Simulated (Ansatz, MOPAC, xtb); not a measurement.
The molecule PdN, multiplicity 4 (lowest of 2S+1 = 2, 4, 6 at CCSD(T)/def2-TZVPP on PBE0 minima; our sources give no spin for the ground state, which may be another). No spin–orbit coupling. The T1 diagnostic near the minimum is 0.046, so single-reference values are doubtful.

Seven points along R, fitted to fifth degree in 1/R; most abundant isotopes. Runs in def2 and cc sets follow the lowest solution found near the PBE0 minimum.

Run with Ansatz (Gaussian orbitals); MOPAC for PM6 (differences of heats of formation); xtb for the GFN methods. Each number belongs to the level named beside it. In def2 rows elements past Kr take small-core potentials, without spin–orbit coupling. The GFN methods have no spin term and hold the electronic entropy of 300 K.

```json
[
 {"level": "PM6", "r_e (Å)": "1.814", "ω_e (cm⁻¹)": "607", "ω_e x_e (cm⁻¹)": "3.5", "B_e (cm⁻¹)": "0.414", "dipole (D)": "-"},
 {"level": "GFN1-xTB", "r_e (Å)": "1.776", "ω_e (cm⁻¹)": "694", "ω_e x_e (cm⁻¹)": "6.0", "B_e (cm⁻¹)": "0.432", "dipole (D)": "-"},
 {"level": "GFN2-xTB", "r_e (Å)": "1.801", "ω_e (cm⁻¹)": "697", "ω_e x_e (cm⁻¹)": "4.4", "B_e (cm⁻¹)": "0.420", "dipole (D)": "-"},
 {"level": "SVWN5/def2-TZVPP", "r_e (Å)": "1.736", "ω_e (cm⁻¹)": "778", "ω_e x_e (cm⁻¹)": "5.1", "B_e (cm⁻¹)": "0.452", "dipole (D)": "2.89"},
 {"level": "PBE/def2-TZVPP", "r_e (Å)": "1.772", "ω_e (cm⁻¹)": "710", "ω_e x_e (cm⁻¹)": "5.3", "B_e (cm⁻¹)": "0.434", "dipole (D)": "2.92"},
 {"level": "r2SCAN/def2-TZVPP", "r_e (Å)": "1.769", "ω_e (cm⁻¹)": "695", "ω_e x_e (cm⁻¹)": "5.2", "B_e (cm⁻¹)": "0.436", "dipole (D)": "2.92"},
 {"level": "B97M-V/def2-TZVPP", "r_e (Å)": "1.790", "ω_e (cm⁻¹)": "650", "ω_e x_e (cm⁻¹)": "5.3", "B_e (cm⁻¹)": "0.425", "dipole (D)": "3.01"},
 {"level": "B3LYP/def2-TZVPP", "r_e (Å)": "1.803", "ω_e (cm⁻¹)": "640", "ω_e x_e (cm⁻¹)": "5.3", "B_e (cm⁻¹)": "0.419", "dipole (D)": "3.11"},
 {"level": "PBE0/def2-TZVPP", "r_e (Å)": "1.791", "ω_e (cm⁻¹)": "646", "ω_e x_e (cm⁻¹)": "5.4", "B_e (cm⁻¹)": "0.425", "dipole (D)": "3.15"},
 {"level": "BHLYP/def2-TZVPP", "r_e (Å)": "1.852", "ω_e (cm⁻¹)": "552", "ω_e x_e (cm⁻¹)": "4.6", "B_e (cm⁻¹)": "0.397", "dipole (D)": "3.26"},
 {"level": "CAM-B3LYP/def2-TZVPP", "r_e (Å)": "1.800", "ω_e (cm⁻¹)": "633", "ω_e x_e (cm⁻¹)": "5.3", "B_e (cm⁻¹)": "0.421", "dipole (D)": "3.27"},
 {"level": "wB97X-V/def2-TZVPP", "r_e (Å)": "1.805", "ω_e (cm⁻¹)": "626", "ω_e x_e (cm⁻¹)": "5.4", "B_e (cm⁻¹)": "0.419", "dipole (D)": "3.40"},
 {"level": "wB97M-V/def2-TZVPP", "r_e (Å)": "1.813", "ω_e (cm⁻¹)": "611", "ω_e x_e (cm⁻¹)": "5.5", "B_e (cm⁻¹)": "0.415", "dipole (D)": "3.35"},
 {"level": "B2PLYP/def2-TZVPP", "r_e (Å)": "1.776", "ω_e (cm⁻¹)": "676", "ω_e x_e (cm⁻¹)": "6.2", "B_e (cm⁻¹)": "0.432", "dipole (D)": "-"},
 {"level": "CCSD/def2-TZVPP", "r_e (Å)": "1.809", "ω_e (cm⁻¹)": "628", "ω_e x_e (cm⁻¹)": "1.6", "B_e (cm⁻¹)": "0.416", "dipole (D)": "-"},
 {"level": "CCSD/def2-QZVPP", "r_e (Å)": "1.807", "ω_e (cm⁻¹)": "610", "ω_e x_e (cm⁻¹)": "1.2", "B_e (cm⁻¹)": "0.418", "dipole (D)": "-"},
 {"level": "CCSD(T)/def2-TZVPP", "r_e (Å)": "1.790", "ω_e (cm⁻¹)": "666", "ω_e x_e (cm⁻¹)": "8.8", "B_e (cm⁻¹)": "0.425", "dipole (D)": "-"}
]
```

Correlated levels freeze the inner cores; with def2 sets outer-core shells near the valence are correlated too. The state that PM6 reach isn't checked.

Doubts at one or more of the structures used: T1 above 0.05 (CCSD/def2-QZVPP).

Ansatz is an electronic-structure program.
